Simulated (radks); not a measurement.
Values are calculated unless marked as measured or tabulated.
Neutral osmium inside a hard spherical wall (all orbitals vanish at R), configuration held at [Xe] 4f14 5d6 6s2 and not refilled when levels cross. Code: a radial shooting solver on a logarithmic mesh with Libxc functionals. Model: scalar-relativistic Kohn-Sham, PBE, spin-polarised, spherical densities, point nucleus; open shells are filled with parallel spins first (spin-orbit coupling, left out, can overturn this in heavy ions). Eigenvalues in eV for spin up, with the zero of energy where the potential of the charges vanishes at infinity; a dash marks a level that is unbound or too diffuse for the functional's potential to be trusted. A positive occupied level is held by the wall or, in an anion where self-interaction has pushed it up, behind a barrier. The pressure on the wall is -dE/dV.

R (bohr),E (hartree),kinetic (hartree),e(4f),e(5p),e(5d),e(6s),"e(6p, empty)","e(7s, empty)",pressure (GPa)
free,-17253.9427,19128.590,-51.903,-51.659,-7.221,-6.681,-1.473,-,0
20,-17253.9427,19128.590,-51.903,-51.659,-7.221,-6.681,-1.473,-,< 0.0001
8,-17253.9398,19128.618,-51.750,-51.506,-7.078,-6.553,-1.030,3.713,0.130
7,-17253.9327,19128.672,-51.496,-51.256,-6.849,-6.332,-0.519,6.231,0.594
6,-17253.9075,19128.835,-50.849,-50.627,-6.281,-5.739,0.640,11.046,2.90
5,-17253.8141,19129.345,-49.185,-49.055,-4.864,-4.072,3.474,21.070,16.0
4,-17253.4323,19131.105,-44.782,-45.092,-1.142,1.101,11.344,44.720,108
2.5,-17247.9972,19152.173,-17.674,-22.640,24.983,50.645,76.399,196.58,4320
2,-17236.8225,19192.394,12.871,4.829,60.527,128.58,168.21,382.27,23100
1.5,-17192.0371,19339.392,86.947,90.468,168.25,367.82,432.04,873.99,185000
